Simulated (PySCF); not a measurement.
This PySCF input asks for the NMR shieldings of SMILES [Si@@H]1(O[SiH3])C=C[Si@@H](C#C)C1, C5H10OSi3; the geometry comes from GFN2-xTB.

```python
import basis_set_exchange as bse
import numpy as np
from pyscf import gto, dft
from pyscf.prop import nmr

atoms = """
C    -4.288616   -1.155779   -0.600742
C    -3.196776   -0.916370   -0.157991
Si   -1.502428   -0.559571    0.507244
C    -1.218824    1.305430    0.593532
C    -0.228629    1.797829   -0.150465
Si    0.750767    0.577244   -1.204370
O     2.307554    0.538816   -0.723932
Si    3.554686   -0.002728    0.151310
C    -0.166070   -1.032715   -0.769229
H    -5.245211   -1.363998   -0.987278
H    -1.368004   -1.222279    1.815300
H    -1.821333    1.948896    1.223375
H    -0.003321    2.857724   -0.141522
H     0.845141    0.915846   -2.624088
H     3.170030   -0.021953    1.563226
H     4.625227    0.950327   -0.124743
H     3.876045   -1.353057   -0.314091
H    -0.619847   -1.479486   -1.650229
H     0.519806   -1.774928   -0.367276
"""
names = dict.fromkeys(["C", "Si", "O", "H"], "pcSseg-1")
basis = {el: gto.basis.parse(bse.get_basis(n, elements=[el], fmt="nwchem")) for el, n in names.items()}
mol = gto.M(atom=atoms, basis=basis, charge=0, verbose=0)
mf = dft.RKS(mol, xc="PBE0")
mf.grids.level = 2
mf.grids.alignment = dft.numint.BLKSIZE   # the property module wants whole blocks of grid points
mf.conv_tol = 1e-9
mf.kernel()

calc = nmr.RKS(mf)   # GIAO
C = mf.mo_coeff
Co = C[:, mf.mo_occ > 0]
resp = mf.gen_response(singlet=True, hermi=2)
def vind(x):   # induced exchange potential for any number of trial vectors
    d = np.einsum("pi,xij,qj->xpq", C, 2 * x.reshape(-1, C.shape[1], Co.shape[1]), Co, optimize=True)
    return np.einsum("xpq,pi,qj->xij", resp(d - d.transpose(0, 2, 1)), C, Co, optimize=True).ravel()
mo1, _ = nmr.rhf.solve_mo1(calc, with_cphf=vind)
sigma = calc.kernel(mo1)
for i, s in enumerate(sigma):   # ppm
    w = np.linalg.eigvalsh((s + s.T) / 2)
    print("%2d %-2s iso %8.1f  s11 %8.1f  s22 %8.1f  s33 %8.1f" % (i, mol.atom_pure_symbol(i), w.mean(), *w))
```

**Question.** Give the expected output.

**Answer.** 
```
 0 C  iso     83.3  s11      1.2  s22      2.6  s33    245.9
 1 C  iso     97.5  s11     -2.2  s22      3.5  s33    291.1
 2 Si iso    383.2  s11    317.5  s22    393.2  s33    438.8
 3 C  iso     26.5  s11    -89.9  s22      1.2  s33    168.1
 4 C  iso     23.2  s11    -91.8  s22     -6.6  s33    167.9
 5 Si iso    346.8  s11    301.0  s22    351.8  s33    387.8
 6 O  iso    307.0  s11    237.5  s22    332.2  s33    351.2
 7 Si iso    394.8  s11    356.7  s22    363.4  s33    464.2
 8 C  iso    193.7  s11    182.4  s22    191.7  s33    207.0
 9 H  iso     29.8  s11     24.6  s22     24.8  s33     39.9
10 H  iso     26.5  s11     23.2  s22     24.7  s33     31.7
11 H  iso     24.2  s11     22.4  s22     24.0  s33     26.3
12 H  iso     24.2  s11     22.0  s22     24.3  s33     26.1
13 H  iso     26.1  s11     22.3  s22     24.5  s33     31.4
14 H  iso     26.7  s11     23.0  s22     25.8  s33     31.4
15 H  iso     26.6  s11     22.9  s22     24.7  s33     32.2
16 H  iso     26.6  s11     23.0  s22     25.2  s33     31.6
17 H  iso     31.7  s11     26.0  s22     29.4  s33     39.7
18 H  iso     31.9  s11     26.6  s22     29.3  s33     39.8
```

These numbers come from an equivalent density-fitted implementation of the same equations, which agrees with the script to about 0.01 ppm for H and up to a few tenths of a ppm for heavy atoms, so last digits may differ.

**Question.** Turn these shieldings into chemical shifts. Shifts are taken against calculated references (same method and geometry level): 13C (186.93 ppm), 29Si (349.16 ppm), 1H (31.72 ppm) vs TMS; H2O for 17O (336.08 ppm).

**Answer.** Averaging equivalent atoms: C 4: 163.8; C 3: 160.4; C 0: 103.7; C 1: 89.5; C 8: -6.8; Si 5: 2.3; Si 2: -34.0; Si 7: -45.6; O 6: 29.1; H 12: 7.56; H 11: 7.48; H 13: 5.64; H 10: 5.18; H 14/15/16: 5.07; H 9: 1.94; H 17: 0.05; H 18: -0.16 ppm. Experimental scales use liquid or dissolved standards, which lie at an offset from isolated H2O (liquid H2O: subtract about 36 ppm).

Size and cost of the density-fitted run: 224 basis functions, 85 s wall time on 1 thread of an Arm Neoverse N1, shared host; peak memory 0.99 GiB.
